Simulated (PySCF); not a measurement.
SMILES c1scc(c1)-c1cccs1, singlet, GFN2-xTB optimised geometry.

```
16

C     -2.60     1.30     0.00
C     -3.04     0.01     0.00
S     -1.75    -1.12     0.00
C     -0.57     0.16     0.00
C      0.84    -0.13     0.00
C      1.87     0.86     0.00
C      3.11     0.33     0.00
S      3.08    -1.39     0.00
C      1.37    -1.39     0.00
C     -1.19     1.38     0.00
H     -3.25     2.15     0.00
H     -4.05    -0.35     0.00
H      1.67     1.92     0.00
H      4.05     0.84     0.00
H      0.84    -2.32     0.00
H     -0.66     2.32     0.00
```

Density from PBE/def2-TZVP (PySCF) at that geometry.

Minimum of the electron density along straight lines between bonded atoms, close to the bond critical point (lines longer than 1.1 times the sum of covalent radii, or with two minima, are not listed):

| bond | length / Å | ρ at the minimum / e bohr⁻³ | ∇²ρ there / e bohr⁻⁵ | position (fraction from the first atom) |
|---|---|---|---|---|
| C1–C2 | 1.357 | 0.331 | -0.95 | 0.49 |
| C2–S3 | 1.719 | 0.214 | -0.42 | 0.48 |
| S3–C4 | 1.741 | 0.206 | ? | 0.52 |
| C4–C5 | 1.441 | 0.285 | -0.78 | 0.51 |
| C5–C6 | 1.427 | 0.292 | -0.78 | 0.50 |
| C6–C7 | 1.352 | 0.334 | -0.96 | 0.49 |
| C7–S8 | 1.722 | 0.213 | -0.42 | 0.48 |
| C5–C9 | 1.369 | 0.325 | -0.91 | 0.49 |
| S8–C9 | 1.713 | 0.216 | -0.43 | 0.52 |
| C1–C10 | 1.409 | 0.302 | ? | 0.50 |
| C4–C10 | 1.368 | 0.325 | -0.92 | 0.51 |
| C1–H11 | 1.076 | 0.286 | -1.01 | 0.65 |
| C2–H12 | 1.072 | 0.288 | -1.02 | 0.65 |
| C6–H13 | 1.074 | 0.287 | -1.01 | 0.64 |
| C7–H14 | 1.072 | 0.289 | -1.03 | 0.65 |
| C9–H15 | 1.072 | 0.288 | -1.02 | 0.65 |
| C10–H16 | 1.075 | 0.286 | -1.00 | 0.64 |

Task: Complete the blanks.

Result: 
- S3–C4, ∇²ρ there / e bohr⁻⁵: -0.38
- C1–C10, ∇²ρ there / e bohr⁻⁵: -0.83
